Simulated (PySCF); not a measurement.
Dipole response of Rh²⁺ (rhodium, charge +2)

[Kr] 4d7, high-spin 4F determinant. Computed with PySCF 2.14 in aug-cc-pVTZ-DK (9s8p6d3f2g, 102 functions), with the spin-free X2C one-electron Hamiltonian (Gaussian nucleus). Coupled (time-dependent) response in atomic units; α is the mean over directions.

```tsv
method	mean α (bohr³)	C₆ (like pair)	S(−4)
UHF	6.724	35.51	10.78
PBE	7.678	41.18	16.42
```

S(−4) is the Cauchy moment in α(ω) = α(0) + S(−4) ω² + …

Spin-orbit coupling is absent.

α(iu) at UHF:

```tsv
u (hartree)	α(iu) (bohr³)
0	6.724
0.0500	6.697
0.100	6.619
0.200	6.338
0.300	5.951
0.500	5.105
0.750	4.174
1.00	3.438
1.50	2.408
2.00	1.756
3.00	1.030
5.00	0.4630
```

A single London oscillator, α(iu) = α/(1 + u²/ω²), gives C₆ = (3/4) ω α². Matching the computed C₆ needs ω = 4 × 35.51 / (3 × 6.724²) = 1.05 hartree.

For an ion, C₆ is the dispersion term alone; charge-induced terms of lower order in 1/R come first.
